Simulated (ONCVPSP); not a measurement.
# Kr (Z = 36), ONCV: configuration errors across variants

Kr (Z = 36), optimised norm-conserving Vanderbilt (ONCV), made with ONCVPSP 4.0.1 (PBEsol, scalar-relativistic). Core [Ar] 3d10, reference 4s2 4p6. Waves: 4s: rc 1.15 bohr, ncon 3, nbas 6, qcut 6.9 1/bohr, 3 projectors, debl 0.9 Ha; 4p: rc 1.20 bohr, ncon 4, nbas 8, qcut 5.8 1/bohr, 2 projectors, debl 1.4 Ha. Local part: polynomial inside 0.95 bohr (lpopt 5, dvloc0 2 Ha). Core correction: none.

All-electron excitation energies from the reference (eV): (1) 4s2 4p5 14.283; (2) 4s2 4p4 39.461; (3) 4s2 4p3 76.550; (4) 4s1 4p6 28.794.

A true bound ghost makes a file unfit for plane-wave use even where its test errors are small: the radial tests pick states by their node count and pass the ghost by.

Errors AE − PS in meV (a dash: test not solved or not reliable):

```tsv
change	(1)	(2)	(3)	(4)	bound ghosts	GHOST(+) flags above zero
base	-3.9	-14	-31	-4.1	s, p	s
p: debl 0.35	-3.9	-14	-31	-4.2	s, p	s, p
p: debl 0.95	-3.9	-14	-31	-4.1	s, p	s
p: debl 1.5	-3.9	-14	-31	-4.1	s, p	s
p: debl 3.05	-3.5	-12	-26	-1.3	s	s, p
p: debl 4.7	-3.3	-11	-24	-0.8	s	s, p
```

(1) Give the same row for: p: debl 0.6.

Results:

(1) -3.9, -14, -31, -4.2; bound ghosts: s, p; GHOST(+) flags above zero: s, p.
